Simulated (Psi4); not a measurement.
Internal rotation in SMILES C(C)CC#N. Scanned: dihedral C1–C2–C3–C4; all other coordinates were relaxed at B3LYP-D3(BJ)/def2-SVP. Points at φ and −φ are mirror images. Heavy atoms are numbered in the order of the SMILES CCCC#N, hydrogens after them in the order of the atoms that carry them; the mirror image has the same energies with the sign of each dihedral reversed.

- PBE/def2-TZVP // B3LYP-D3(BJ)/def2-SVP (Psi4)
- PBE-D3(BJ)/def2-TZVP // B3LYP-D3(BJ)/def2-SVP (Psi4)
- PBE0/def2-TZVP // B3LYP-D3(BJ)/def2-SVP (Psi4)
- MP2/cc-pVTZ = DF-MP2 (frozen core)/cc-pVTZ // B3LYP-D3(BJ)/def2-SVP in Psi4

Energies relative to the lowest point of each profile, in eV; the last columns give the difference from MP2:

```
φ / °  PBE/def2-TZVP  PBE-D3(BJ)/def2-TZVP  PBE0/def2-TZVP  MP2/cc-pVTZ  PBE/def2-TZVP − MP2/cc-pVTZ  PBE-D3(BJ)/def2-TZVP − MP2/cc-pVTZ  PBE0/def2-TZVP − MP2/cc-pVTZ
-----  -------------  --------------------  --------------  -----------  ---------------------------  ----------------------------------  ----------------------------
-150           0.061                 0.069           0.065        0.085                       -0.024                              -0.016                        -0.020
-120           0.126                 0.134           0.135        0.162                       -0.036                              -0.028                        -0.027
-90            0.058                 0.062           0.062        0.075                       -0.017                              -0.013                        -0.013
-60            0.000                 0.000           0.000        0.000                        0.000                               0.000                         0.000
-30            0.086                 0.084           0.090        0.092                       -0.006                              -0.008                        -0.002
0              0.166                 0.164           0.173        0.182                       -0.016                              -0.018                        -0.009
30             0.086                 0.084           0.090        0.092                       -0.006                              -0.008                        -0.002
60             0.000                 0.000           0.000        0.000                        0.000                               0.000                         0.000
90             0.058                 0.062           0.062        0.075                       -0.017                              -0.013                        -0.013
120            0.126                 0.134           0.135        0.162                       -0.036                              -0.028                        -0.027
150            0.061                 0.069           0.065        0.085                       -0.024                              -0.016                        -0.020
180            0.000                 0.008           0.001        0.014                       -0.014                              -0.005                        -0.013
```

PBE/def2-TZVP is furthest from MP2/cc-pVTZ at -120 (-0.036 eV, below); its mean absolute difference over the points is 0.016 eV.

PBE-D3(BJ)/def2-TZVP is furthest from MP2/cc-pVTZ at -120 (-0.028 eV, below); its mean absolute difference over the points is 0.013 eV.

PBE0/def2-TZVP is furthest from MP2/cc-pVTZ at -120 (-0.027 eV, below); its mean absolute difference over the points is 0.012 eV.
